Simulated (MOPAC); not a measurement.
Input for MOPAC: PM6 on CH4GeO (SMILES [CH3][Ge][OH]), a point of a torsion scan.

```
PM6 1SCF PRECISE CHARGE=0 THREADS=1
CH4GeO

C     -0.93084273 1    -0.06415387 1     0.01878881 1
Ge     0.58977610 1     1.29588822 1    -0.28948518 1
O      1.96127630 1     0.29815134 1     0.23418670 1
H     -0.70715725 1    -0.97199916 1    -0.54269229 1
H     -1.90057004 1     0.30493904 1    -0.31066438 1
H     -1.02010845 1    -0.34237083 1     1.07021608 1
H      2.16124075 1    -0.12444900 1     1.06345838 1
```

The log:

```
*******************************************************************************
 **                                                                           **
 **                              MOPAC v23.2.5                                **
 **                                                                           **
 *******************************************************************************
 ** MOPAC's Digital Object Identifier: https://doi.org/10.5281/zenodo.6511958 **
 **                                                                           **
 ** Please cite the open-source release paper for use of this MOPAC version:  **
 ** J. E. Moussa and J. J. P. Stewart (2026)                                  **
 ** MOPAC: An open-source semiempirical molecular orbital program             **
 ** J. Open Source Softw., 11(119), 8025, https://doi.org/10.21105/joss.08025 **
 *******************************************************************************

                              PM6 CALCULATION RESULTS

 *******************************************************************************
 *  PM6        - The PM6 Hamiltonian to be used
 *
 *
 *
 *                 CHARGE ON SYSTEM = 0
 *
 *
 *
 *  PRECISE    - TIGHTER CRITERIA TO BE USED
 *  1SCF       - DO 1 SCF AND THEN STOP
 *  THREADS=1  - MULTI-THREADING NOT USED
 *  T=         - A TIME OF 172800.0 SECONDS REQUESTED
 *  DUMP=N     - RESTART FILE WRITTEN EVERY 7200.0 SECONDS REQUESTED
 *******************************************************************************
PM6 1SCF PRECISE CHARGE=0 THREADS=1
 CH4GeO

   ATOM   CHEMICAL          X               Y               Z
  NUMBER   SYMBOL      (ANGSTROMS)     (ANGSTROMS)     (ANGSTROMS)

     1       C         -0.93084273  *  -0.06415387  *   0.01878881  *
     2      Ge          0.58977610  *   1.29588822  *  -0.28948518  *
     3       O          1.96127630  *   0.29815134  *   0.23418670  *
     4       H         -0.70715725  *  -0.97199916  *  -0.54269229  *
     5       H         -1.90057004  *   0.30493904  *  -0.31066438  *
     6       H         -1.02010845  *  -0.34237083  *   1.07021608  *
     7       H          2.16124075  *  -0.12444900  *   1.06345838  *



          CARTESIAN COORDINATES

    NO.       ATOM           X           Y           Z

     1         C         -0.9308     -0.0642      0.0188
     2        Ge          0.5898      1.2959     -0.2895
     3         O          1.9613      0.2982      0.2342
     4         H         -0.7072     -0.9720     -0.5427
     5         H         -1.9006      0.3049     -0.3107
     6         H         -1.0201     -0.3424      1.0702
     7         H          2.1612     -0.1244      1.0635

 General Reference for PM6:
 "Optimization of Parameters for Semiempirical Methods V: Modification of NDDO Approximations
 and Application to 70 Elements", J. J. P. Stewart, J. Mol. Mod., 13, 1173-1213 (2007)
 URL: https://link.springer.com/article/10.1007/s00894-007-0233-4

           Empirical Formula: C H4 O Ge  =     7 atoms



      MOLECULAR POINT GROUP   :   C1


      RHF CALCULATION, NO. OF DOUBLY OCCUPIED LEVELS = 9


 -------------------------------------------------------------------------------
 PM6 1SCF PRECISE CHARGE=0 THREADS=1
 CH4GeO



     1SCF WAS SPECIFIED, SO BFGS WAS NOT USED
     SCF FIELD WAS ACHIEVED


                              PM6 CALCULATION
                                                       MOPAC v23.2.5 Linux




          FINAL HEAT OF FORMATION =        -32.32459 KCAL/MOL =    -135.24609 KJ/MOL


          COSMO AREA              =        104.98 SQUARE ANGSTROMS
          COSMO VOLUME            =         92.96 CUBIC ANGSTROMS

          IONIZATION POTENTIAL    =          8.306727 EV
          HOMO LUMO ENERGIES (EV) =         -8.307 -0.609
          NO. OF FILLED LEVELS    =          9
          MOLECULAR WEIGHT        =        104.6320         POINT GROUP:  C1

          MOLECULAR DIMENSIONS (Angstroms)

            Atom       Atom       Distance
            H     7    H     5     4.30940
           Ge     2    H     6     2.50538
            H     4    H     6     1.59676


          SCF CALCULATIONS        =          1





   ATOM   CHEMICAL          X               Y               Z
  NUMBER   SYMBOL      (ANGSTROMS)     (ANGSTROMS)     (ANGSTROMS)

     1       C         -0.93084273  *  -0.06415387  *   0.01878881  *
     2      Ge          0.58977610  *   1.29588822  *  -0.28948518  *
     3       O          1.96127630  *   0.29815134  *   0.23418670  *
     4       H         -0.70715725  *  -0.97199916  *  -0.54269229  *
     5       H         -1.90057004  *   0.30493904  *  -0.31066438  *
     6       H         -1.02010845  *  -0.34237083  *   1.07021608  *
     7       H          2.16124075  *  -0.12444900  *   1.06345838  *

                             CARTESIAN COORDINATES

   1    C       -0.930842730    -0.064153870     0.018788810
   2   Ge        0.589776100     1.295888220    -0.289485180
   3    O        1.961276300     0.298151340     0.234186700
   4    H       -0.707157250    -0.971999160    -0.542692290
   5    H       -1.900570040     0.304939040    -0.310664380
   6    H       -1.020108450    -0.342370830     1.070216080
   7    H        2.161240750    -0.124449000     1.063458380


           Empirical Formula: C H4 O Ge  =     7 atoms



      MOLECULAR POINT GROUP   :   C1


                  EIGENVALUES
 -27.48056 -23.40669 -18.27520 -13.93132 -13.21333 -13.17474 -12.07942 -11.07991
  -8.30673  -0.60908   1.62419   2.33067   6.08814   6.37929   6.44943   7.63700


              NET ATOMIC CHARGES AND DIPOLE CONTRIBUTIONS

  ATOM NO.   TYPE          CHARGE      No. of ELECS.   s-Pop       p-Pop
    1          C          -0.809718        4.8097     1.12249     3.68723
    2         Ge           0.763142        3.2369     1.78596     1.45090
    3          O          -0.768607        6.7686     1.69910     5.06951
    4          H           0.167563        0.8324     0.83244
    5          H           0.158584        0.8414     0.84142
    6          H           0.157993        0.8420     0.84201
    7          H           0.331043        0.6690     0.66896
 DIPOLE           X         Y         Z       TOTAL
 POINT-CHG.    -0.813     2.891    -0.169     3.008
 HYBRID        -0.342    -2.549     1.408     2.932
 SUM           -1.155     0.343     1.239     1.728


          ATOMIC ORBITAL ELECTRON POPULATIONS

     Atom    s        px        py        pz
    1  C   1.12249   1.24436   1.25776   1.18510
    2 Ge   1.78596   0.49371   0.69294   0.26425
    3  O   1.69910   1.77171   1.76269   1.53511
    4  H   0.83244
    5  H   0.84142
    6  H   0.84201
    7  H   0.66896

 **********************
 *                    *
 * JOB ENDED NORMALLY *
 *                    *
 **********************




 == MOPAC DONE ==
```

The run finished.

Cost: around 0.020 core-seconds (rough).
